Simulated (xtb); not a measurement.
BI2, SMILES I[B]I (connectivity only; charge and spin as stated), charge +1, multiplicity 1. All values are semi-empirical tight-binding results from xtb (GFN2-xTB unless named), good for trends rather than for accurate numbers. The structure is a stationary point at GFN2-xTB. The spin state was assumed, not searched. The isomer is the one that the SMILES or the coordinates give; other isomers of the formula were not compared.

```json
{
 "point_group_as_xtb_finds_it": "D∞h",
 "orbital_gap": "3.77 eV",
 "zero_point_energy": "2.7 kcal/mol",
 "G − E(el) at 298.15 K (modified RRHO)": "-14.4 kcal/mol",
 "static polarisability (D4 model)": "76.7 bohr³",
 "solvation energy, GFN2-xTB/ALPB(water)": "-42.6 kcal/mol",
 "solvation energy, GFN2-xTB/ALPB(dmso)": "-52.8 kcal/mol"
}
```
